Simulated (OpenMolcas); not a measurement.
## Levels of Kr2+ by method

```yaml
Program: OpenMolcas
Basis: ANO-RCC-VQZP [7s6p4d2f1g]
Scalar_Hamiltonian: DKH2, point nucleus
Active_space: 6 electrons in 9 orbitals (RAS2 4s 4p; RAS3 4d, at most 2 electrons)
State_averaging: 2S+1 = 3 even, 3 roots; 2S+1 = 1 even, 7 roots; 2S+1 = 3 odd, 3 roots; 2S+1 = 1 odd, 3 roots
Spin-orbit_coupling: RASSI with atomic mean-field integrals over the reference wave functions, term energies averaged over their components
```

Methods on the same reference wave functions:
A. RASSCF
B. SS-RASPT2, IPEA 0.25 Eh, imaginary shift 0.1 Eh (closed shells correlated: 3d)
C. MS-RASPT2, IPEA 0.25 Eh, imaginary shift 0.1 Eh (closed shells correlated: 3d)

Energies in cm-1 above 4s2 4p4 3P2, the measured ground level; measured values from Saloman, J. Phys. Chem. Ref. Data 36, 215 (2007).

| Level | A | B | C | Measured |
| --- | --- | --- | --- | --- |
| 4s2 4p4 3P2 | 0.0 | 0.0 | 0.0 | 0.0 |
| 4s2 4p4 3P1 | 4031 | 4090 | 4090 | 4548 |
| 4s2 4p4 3P0 | 4938 | 4950 | 4940 | 5313 |
| 4s2 4p4 1D2 | 16586 | 14690 | 14690 | 14644 |
| 4s2 4p4 1S0 | 34359 | 33090 | 32990 | 33080 |
| 4s 4p5 3P* 2 | 115119 | 115960 | 115960 | 115931 |
| 4s 4p5 3P* 1 | 118371 | 119180 | 119180 | 119380 |
| 4s 4p5 3P* 0 | 120237 | 121080 | 121080 | 121543 |

Deviations, from unrounded energies. A percentage is the sum of absolute deviations over the sum of measured energies, with the sign that they share, or ± where signs differ.

```csv
Against measurement,Levels,A,B,C
mean absolute deviation (cm-1),7,1000,230,240
fine structure of the ground term (%),2,-9.0,-8.4,-8.5
other terms of the ground configuration (%),2,+6.7,+0.1,±0.3
other configurations (%),3,-0.9,±0.2,±0.2
```

B, C lie about equally close to measurement and A furthest from it. The largest miss of B in the table is 4s 4p5 3P* 0, by -460 cm-1. The ranking rests on the paired levels alone, and a cruder setting can come out closer through cancelling errors.

Between B and C the level of the table that moves most is 4s2 4p4 1S0, by 100 cm-1 (lowest in C, highest in B). Moves below CASPT2's spread within the term are not significant.

The mean deviations of B to C differ by less than CASPT2's widest spread within a term (35 cm-1), so their order carries little weight.

From A to B the spin-free energies of the other terms of 4s2 4p4 shown, above 3P, scale by factors of 0.86 to 0.96.

The lowest spin-free term lies below A's lowest term by 0.161 hartree in B, 0.161 hartree in C.

CASPT2 breaks the degeneracy within a term, and the mean is taken; among the terms shown or strongly mixed into the levels shown the widest spread is 35 cm-1 (4s2 4p4 1D, C). The run also gave levels led by 4s2 4p3 4d, which use shells meant for correlation; these and all levels above them are left out. Some terms mix strongly with configurations of 4d, whose occupation reaches 0.25 (4s 4p5 3P*). Measured partners are found by configuration, term and J. A level has none where our copy of the source lacks it or the pairing is in doubt (some pairs that miss far off the trend of their configuration count as doubtful), and it then counts in no deviation. Levels of configurations outside the active space are missing. The table leaves out levels that lie high or whose names do not pair safely across all columns.

* marks odd parity.
